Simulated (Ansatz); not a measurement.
Isolated molecules relaxed with PBE0-D4/def2-TZVP in Ansatz; ΔE leaves out vibrations. CCSD(T)/CBS is the MP2 limit (def2-TZVPP, def2-QZVPP) plus CCSD(T) − MP2 in def2-TZVPP, frozen cores. DFT in def2-TZVPP. B3LYP here is the variant with VWN-RPA as its local correlation; programs differ in this. No spin–orbit coupling; open shells (•) take unrestricted orbitals. For Se outer-core shells are correlated without core-valence functions, which leaves a few kJ/mol of doubt a bond. Scalar relativity is left out up to krypton. Each species was taken in one conformer, which may not be the lowest.

Reaction (homolysis of the C–Se bond): `OB(O)[Se]C(F)(F)F` → `F[C](F)F`• + `OB(O)[Se]`•

Q: What is ΔE at CCSD(T)/CBS? (An estimate is asked.)

A: Computed: +300.1 kJ/mol.

Q: What do these levels give: PBE0-D4, B3LYP-D4, B2PLYP, r2SCAN, B3LYP, MP2/def2-TZVPP, CCSD(T)/def2-TZVPP, HF/def2-QZVPP, MP2/def2-QZVPP, SCS-MP2/def2-QZVPP, MP2/CBS(def2), CCSD/CBS(def2)? (Estimate.)

A: The calculation gave: PBE0-D4 282.2, B3LYP-D4 275.0, B2PLYP 272.4, r2SCAN 274.3, B3LYP 257.7, MP2/def2-TZVPP 301.2, CCSD(T)/def2-TZVPP 287.0, HF/def2-QZVPP 146.9, MP2/def2-QZVPP 308.1, SCS-MP2/def2-QZVPP 299.7, MP2/CBS(def2) 314.2, CCSD/CBS(def2) 285.7 kJ/mol.

Largest T1 diagnostic among the species: 0.014.

The D4 term adds +17.3 kJ/mol with B3LYP and +9.3 kJ/mol with PBE0; it sums over pairs of atoms, weighted by their polarisabilities, and B3LYP, whose exchange is more repulsive, gets the larger term. From PBE to PBE0 (25 % exact exchange), in def2-TZVPP and without D4, ΔE moves by −7.5 kJ/mol: exact exchange takes away binding that semilocal exchange gives to molecules. In def2-TZVPP, CCSD(T) changes the Hartree–Fock value by +138.7 kJ/mol (the triples alone add +14.4 kJ/mol) and MP2 by +152.8 kJ/mol; breaking electron pairs costs correlation energy, which Hartree–Fock lacks.
